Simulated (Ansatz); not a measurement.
`FC1=NC[Se]1`, 7 atoms. The species carries charge 0 and has multiplicity 1. Correlated methods include outer-core shells of Se, which these sets cover unevenly. Scalar relativity is left out up to krypton. All runs use 4 threads of an Intel Xeon Platinum 8488C on a shared host. Correlated methods freeze the cores.

(1) Give the basis size and wall time and peak host memory of each of these runs in Ansatz. RKS r2SCAN-D4/def2-TZVPP energy and forces; RKS ωB97M-V/def2-TZVPP energy and forces; RHF-CCSD(T)/def2-TZVPP energy; RKS PBE0-D4/def2-TZVP relaxation (5 steps); RHF-CCSD(T)/def2-SVP energy; RKS PBE0-D4/def2-TZVP frequencies; RKS PBE0-D4/def2-SVP energy; RKS r2SCAN0-D4/def2-TZVPP energy; direct RPA on PBE orbitals/def2-TZVPP energy; RHF-MP2/def2-QZVPP energy; RKS ωB97M-V/def2-SVP energy; RKS ωB97M-V/def2-QZVPP energy. (Best estimate.)

Results:

(1) The calculation gave: Other jobs shared the machine, so times are rough.

```json
{"level": "RKS PBE0-D4/def2-SVP", "job": "energy", "functions": "98", "wall time": "1.6 s", "peak host memory (GiB)": "0.22"}
{"level": "RKS r2SCAN0-D4/def2-TZVPP", "job": "energy", "functions": "200", "wall time": "4.2 s", "peak host memory (GiB)": "0.5"}
{"level": "RKS r2SCAN-D4/def2-TZVPP", "job": "energy and forces", "functions": "200", "wall time": "4.3 s", "peak host memory (GiB)": "0.28"}
{"level": "RKS ωB97M-V/def2-SVP", "job": "energy", "functions": "98", "wall time": "4.6 s", "peak host memory (GiB)": "0.3"}
{"level": "direct RPA on PBE orbitals/def2-TZVPP", "job": "energy", "functions": "200", "wall time": "6 s", "peak host memory (GiB)": "0.45"}
{"level": "RHF-CCSD(T)/def2-SVP", "job": "energy", "functions": "98", "wall time": "7.5 s", "peak host memory (GiB)": "0.43"}
{"level": "RKS ωB97M-V/def2-TZVPP", "job": "energy and forces", "functions": "200", "wall time": "10 s", "peak host memory (GiB)": "0.65"}
{"level": "RKS ωB97M-V/def2-QZVPP", "job": "energy", "functions": "377", "wall time": "16 s", "peak host memory (GiB)": "1.4"}
{"level": "RKS PBE0-D4/def2-TZVP", "job": "relaxation (5 steps)", "functions": "184", "wall time": "25 s", "peak host memory (GiB)": "0.48"}
{"level": "RHF-MP2/def2-QZVPP", "job": "energy", "functions": "377", "wall time": "25 s", "peak host memory (GiB)": "1.9"}
{"level": "RHF-CCSD(T)/def2-TZVPP", "job": "energy", "functions": "200", "wall time": "95 s", "peak host memory (GiB)": "2.8"}
{"level": "RKS PBE0-D4/def2-TZVP", "job": "frequencies", "functions": "184", "wall time": "2.1 min", "peak host memory (GiB)": "0.5"}
```
